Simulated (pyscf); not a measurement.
## `[NH]=[Si]([NH2])[Cl]`, singlet

Gas-phase minimum from PySCF at ωB97X-D3(BJ)/def2-SVP, one conformer. 

```xyz
7

N     -2.2218     1.2356     0.2486
Si    -1.1160     0.2612    -0.3152
N     -0.4643    -1.2266     0.1580
Cl    -0.1297     0.7637    -2.0267
H     -2.7858     1.1135     1.0811
H     -0.7708    -1.7205     0.9882
H      0.2653    -1.7016    -0.3607
```

Bonds (Å): N1–Si2 1.578, N1–H5 1.013, Si2–N3 1.692, Si2–Cl4 2.038, N3–H6 1.013, N3–H7 1.013. Angles (°): Si2–N1–H5 127.5, N1–Si2–N3 135.5, N1–Si2–Cl4 119.1, N3–Si2–Cl4 105.4, Si2–N3–H6 122.8, Si2–N3–H7 123.1, H6–N3–H7 114.1.

Properties at ωB97X-D3(BJ)/def2-SVP:

- Harmonic wavenumbers, unscaled = 248, 283, 292, 365, 386, 485, 517, 561, 803, 901, 1255, 1532, 3633, 3708, 3741 cm⁻¹
- Zero-point energy = 26.7 kcal/mol
- Rotational symmetry number = 1
- Entropy of this conformer at 298 K and 1 atm, rigid rotor and harmonic oscillator, modes under 100 cm⁻¹ raised to 100 = 312.5 J/(mol K)
- Dipole moment = 4.31 D

Single-point totals, which compare only within one level (frozen core for MP2 and CC):

| level | total energy (hartree) |
|---|---|
| ωB97X-D3(BJ)/def2-TZVP | -861.19854 |
| PBE/def2-TZVP | -860.67253 |
| r²SCAN/def2-TZVP | -861.02365 |
| B3LYP-D3(BJ)/def2-TZVP | -861.18450 |
| PBE0-D3(BJ)/def2-TZVP | -860.74210 |
| M06-2X/def2-TZVP | -861.05860 |
| ωB97M-D3(BJ)/def2-TZVP | -861.26371 |
| HF/def2-TZVPP | -859.21242 |
| MP2/def2-TZVPP | -859.93441 |
| CCSD/def2-TZVPP | -859.96186 |
| CCSD(T)/def2-TZVPP | -859.99533 |

The CCSD(T) − MP2 part came from Ansatz, without density fitting, on the same reference.
